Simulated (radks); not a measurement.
Results of a calculation; reference values are marked as such.
Species: Ce I. Configuration: [Xe] 4f1 5d1 6s2. Level of theory: Dirac Kohn-Sham, Slater X-alpha with alpha = 0.998, spin-unpolarised, spherical densities, point nucleus; open shells fill j = l - 1/2 first (a radial shooting solver on a logarithmic mesh with Libxc functionals).

Unscreened Slater integrals over Kohn-Sham orbitals (hartree). Large and small components are both included. Empty in this configuration: 4f7/2.

integral            value
F0(6s1/2,6s1/2)   0.22303
F0(6s1/2,5d3/2)   0.25899
G2(6s1/2,5d3/2)  0.072068
F0(6s1/2,4f5/2)   0.29012
G3(6s1/2,4f5/2)  0.010769
F0(6s1/2,5p3/2)   0.27695
G1(6s1/2,5p3/2)  0.021238
F0(6s1/2,4f7/2)   0.28996
G3(6s1/2,4f7/2)  0.010909
F0(5d3/2,5d3/2)   0.34965
F2(5d3/2,5d3/2)   0.17837
F0(5d3/2,4f5/2)   0.45025
F2(5d3/2,4f5/2)   0.11903
G1(5d3/2,4f5/2)  0.059602
G3(5d3/2,4f5/2)  0.047366
F0(5d3/2,5p3/2)   0.41002
F2(5d3/2,5p3/2)   0.19512
G1(5d3/2,5p3/2)   0.22853
G3(5d3/2,5p3/2)   0.14066
F0(5d3/2,4f7/2)   0.44978
F2(5d3/2,4f7/2)   0.11989
G3(5d3/2,4f7/2)  0.048141
G5(5d3/2,4f7/2)  0.036450
F0(4f5/2,4f5/2)   0.94081
F2(4f5/2,4f5/2)   0.44470
F4(4f5/2,4f5/2)   0.27850
F0(4f5/2,5p3/2)   0.61938
F2(4f5/2,5p3/2)   0.22287
G2(4f5/2,5p3/2)   0.11921
G4(4f5/2,5p3/2)  0.092027
F0(4f5/2,4f7/2)   0.93689
F2(4f5/2,4f7/2)   0.44274
F4(4f5/2,4f7/2)   0.27725
G2(4f5/2,4f7/2)   0.44205
G4(4f5/2,4f7/2)   0.27684
G6(4f5/2,4f7/2)   0.19901
F0(5p3/2,5p3/2)   0.52049
F2(5p3/2,5p3/2)   0.28049
F0(5p3/2,4f7/2)   0.61828
F2(5p3/2,4f7/2)   0.22382
G2(5p3/2,4f7/2)   0.12084
G4(5p3/2,4f7/2)  0.093086
F0(4f7/2,4f7/2)   0.93301
F2(4f7/2,4f7/2)   0.44081
F4(4f7/2,4f7/2)   0.27602
F6(4f7/2,4f7/2)   0.19842
